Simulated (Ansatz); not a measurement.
Consider the formal exchange of groups at the Sn–H bond: `C[O][SnH]([F])[O]C` + `CC(F)S` → `C[O][Sn]([F])([F])[O]C` + `CCS`.

Gas-phase electronic energies from Ansatz, PBE0-D4/def2-TZVP geometries. CBS: MP2 limit from def2 TZ/QZ plus the TZ coupled-cluster correction, frozen cores. DFT in def2-TZVPP. B3LYP here is the variant with VWN-RPA as its local correlation; programs differ in this. Elements past krypton have def2 core potentials. For Sn outer-core shells are correlated without core-valence functions, which leaves a few kJ/mol of doubt a bond. Each species was taken in one conformer, which may not be the lowest.

**Question.** Is it downhill or uphill in electronic energy at CCSD(T)/CBS, and by how much? (An estimate is asked.)

**Answer.** Computed: Downhill: ΔE = -112.2 kJ/mol.

**Question.** What do these levels give: PBE0-D4, B3LYP-D4, ωB97M-V, PBE, r2SCAN, HF/def2-TZVPP, MP2/def2-TZVPP, CCSD/def2-TZVPP, SCS-MP2/def2-QZVPP, HF/CBS(def2), MP2/CBS(def2), CCSD/CBS(def2)? (Estimate.)

**Answer.** The calculation gave: PBE0-D4 -98.9, B3LYP-D4 -102.0, ωB97M-V -99.1, PBE -99.6, r2SCAN -103.3, HF/def2-TZVPP -106.7, MP2/def2-TZVPP -112.9, CCSD/def2-TZVPP -104.8, SCS-MP2/def2-QZVPP -117.5, HF/CBS(def2) -111.6, MP2/CBS(def2) -119.9, CCSD/CBS(def2) -111.7 kJ/mol.

Largest T1 diagnostic among the species: 0.015.
